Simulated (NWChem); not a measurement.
Species: Si2NH6F; SMILES N[Si@H](F)[SiH3]

All runs: NWChem. Structure relaxed at the PBE-D3(BJ)/def2-SVP level. One conformer.

Diagonal of the polarisability tensor at LDA (Slater exchange, VWN5)/aug-cc-pVDZ, static: 68.64, 84.00, 66.12 bohr³.

Task: Find the mean polarisability volume, the molar refraction, and the refractive index that an ideal gas of it would have at 273.15 K and 1 atm.

Result: 
1. Mean: one third of the trace = 72.92 bohr³ × 0.14818 Å³/bohr³ = 10.81 Å³.
2. Molar refraction (Lorentz-Lorenz): (4π/3) N_A α = 27.3 cm³/mol.
3. Number density p/kT = 2.687 × 10⁻⁵ Å⁻³; n − 1 = 2π N α = 18.24 × 10⁻⁴.
4. These hold the electronic response alone: vibrational and orientational terms add to the static dielectric constant.
